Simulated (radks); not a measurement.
Problem. Calculated with a radial shooting solver on a logarithmic mesh with Libxc functionals: non-relativistic Kohn-Sham, LDA (Slater exchange, Perdew-Wang correlation), spin-polarised, spherical densities, point nucleus; open shells are filled with parallel spins first (spin-orbit coupling, left out, can overturn this in heavy ions). Response by self-consistent Sternheimer equations with the Hartree and adiabatic LDA kernel. For heavy and open-shell atoms this level of theory can miss by tens of per cent. Rank Be3+, Ge, Cu, Br+, Kr, Ne+, Pd+ (NIST ground configurations) by static dipole polarisability, largest first.

Solution. Ge 44.28, Cu 41.52, Kr 18.04, Br+ 12.70, Pd+ 11.61, Ne+ 1.408, Be3+ 0.01896 bohr^3.
